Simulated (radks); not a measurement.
Effect of the nuclear size on neutral rhodium, [Kr] 4d8 5s1. Calculated with a radial shooting solver on a logarithmic mesh with Libxc functionals: Dirac Kohn-Sham, BLYP, spin-unpolarised, spherical densities, finite nucleus; open shells fill j = l - 1/2 first; Fermi nuclear charge, rms radius 4.4945 fm. The rms radius is varied about that value; shifts are against it.

[
 {"rms radius (fm)": "3.8788", "total energy shift (eV)": "-0.562", "density at nucleus (e/bohr^3)": "1.233e+05", "1s1/2 shift (meV)": "-237", "2s1/2 shift (meV)": "-26.0", "3p1/2 shift (meV)": "0.314", "4s1/2 shift (meV)": "-0.855", "4p1/2 shift (meV)": "0.058", "5s1/2 shift (meV)": "-0.050"},
 {"rms radius (fm)": "4.3507", "total energy shift (eV)": "-0.138", "density at nucleus (e/bohr^3)": "1.215e+05", "1s1/2 shift (meV)": "-58.1", "2s1/2 shift (meV)": "-6.38", "3p1/2 shift (meV)": "0.077", "4s1/2 shift (meV)": "-0.209", "4p1/2 shift (meV)": "0.014", "5s1/2 shift (meV)": "-0.012"},
 {"rms radius (fm)": "4.4945", "total energy shift (eV)": "0", "density at nucleus (e/bohr^3)": "1.21e+05", "1s1/2 shift (meV)": "0.000", "2s1/2 shift (meV)": "0.000", "3p1/2 shift (meV)": "0.000", "4s1/2 shift (meV)": "0.000", "4p1/2 shift (meV)": "0.000", "5s1/2 shift (meV)": "0.000"},
 {"rms radius (fm)": "4.9125", "total energy shift (eV)": "0.423", "density at nucleus (e/bohr^3)": "1.197e+05", "1s1/2 shift (meV)": "178", "2s1/2 shift (meV)": "19.6", "3p1/2 shift (meV)": "-0.236", "4s1/2 shift (meV)": "0.643", "4p1/2 shift (meV)": "-0.043", "5s1/2 shift (meV)": "0.037"},
 {"rms radius (fm)": "5.1192", "total energy shift (eV)": "0.644", "density at nucleus (e/bohr^3)": "1.191e+05", "1s1/2 shift (meV)": "272", "2s1/2 shift (meV)": "29.8", "3p1/2 shift (meV)": "-0.360", "4s1/2 shift (meV)": "0.979", "4p1/2 shift (meV)": "-0.066", "5s1/2 shift (meV)": "0.057"}
]

Slopes of the eigenvalues against <r^2> in GHz/fm^2, as finite differences over the two radii next to the reference (eigenvalue slopes, not the field-shift constants of lines): 1s1/2 11000, 2s1/2 1210, 3p1/2 -14.5, 4s1/2 39.6, 4p1/2 -2.67, 5s1/2 2.31.
